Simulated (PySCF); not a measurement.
# Worked example: oscillator strength and radiative lifetime

B(F)(vinyl)(NH2) (C2H5BFN), SMILES C=CB(F)N.

Coordinates come from a B3LYP-D3(BJ)/def2-SVP optimisation. This is a generated structure with no PubChem entry under its InChIKey; it may be hypothetical. The values are those of a single conformer.

TDA-PBE/def2-SVPD (PySCF) puts the first singlet state with f over 0.02 at 5.61 eV (vertical), with the transition dipole (-0.083, 0.490, 0.604) in atomic units.

Q: Find the oscillator strength, the wavelength and the radiative lifetime that this transition would have in vacuum if emission retraced absorption.

A: 
|μ|² = 0.6118 au, so |μ| = 1.99 D. ΔE = 5.61/27.211 = 0.2062 hartree. f = (2/3) ΔE |μ|² = 0.084 (the program prints 0.084).
λ = 1239.84/5.61 = 221 nm; ν = 45248 cm⁻¹.
Einstein's coefficient A = 0.6670 ν² f s⁻¹ (ν in cm⁻¹) = 1.1e8 s⁻¹, so τ = 1/A = 8.7 ns. This state is S1. The figure is the radiative limit of this one transition; relaxation, internal conversion, crossing to triplets and a medium change what is measured.
